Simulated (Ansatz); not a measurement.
`[SiH3]C1=C[SiH2]1` → `C1=C[SiH2]1` + `[SiH2]`  (silylene formation by 1,1-elimination)

Gas-phase electronic energies from Ansatz, PBE0-D4/def2-TZVP geometries. CCSD(T)/CBS is the MP2 limit (def2-TZVPP, def2-QZVPP) plus CCSD(T) − MP2 in def2-TZVPP, frozen cores. This one scheme is used for every species. Functionals use def2-TZVPP. B3LYP here is the variant with VWN-RPA as its local correlation; programs differ in this.

`[SiH3]C1=C[SiH2]1`:

Cartesian coordinates in Å:
```
Si 0.054 0.711 -1.616
C -0.010 0.059 0.109
C -0.109 0.512 1.362
Si -0.006 -1.285 1.349
H -0.028 2.197 -1.637
H 1.327 0.282 -2.252
H -1.080 0.146 -2.393
H -0.190 1.496 1.810
H 1.247 -1.989 1.705
H -1.205 -2.128 1.562
```

`C1=C[SiH2]1`:

Cartesian coordinates in Å:
```
C 0.080 -0.043 -0.993
C 0.036 0.985 -0.152
Si -0.073 -0.594 0.722
H 0.164 -0.167 -2.066
H 0.070 2.064 -0.240
H -1.358 -1.093 1.266
H 1.082 -1.152 1.464
```

`[SiH2]`:

```xyz
3

Si    0.635    0.186    0.262
H    -0.803    0.610    0.546
H     0.168   -0.796   -0.808
```

Question: Is it downhill or uphill in electronic energy at CCSD(T)/CBS, and by how much? (An estimate is asked.)

Answer: Computed: Uphill: ΔE = +2.66 eV.

Question: What do these levels give: r2SCAN0-D4, PBE0, B3LYP, r2SCANh, SCS-MP2/def2-QZVPP, MP2/CBS(def2)? (Best estimate.)

Answer: Computed: r2SCAN0-D4 2.87, PBE0 2.70, B3LYP 2.49, r2SCANh 2.84, SCS-MP2/def2-QZVPP 2.73, MP2/CBS(def2) 2.89 eV.

Largest T1 diagnostic among the species: 0.014.

At CCSD(T), def2-SVP lies −0.16 eV from the extrapolated value and def2-TZVPP −0.07 eV. In def2-TZVPP, CCSD(T) changes the Hartree–Fock value by +0.14 eV (the triples alone add +0.06 eV) and MP2 by +0.36 eV.
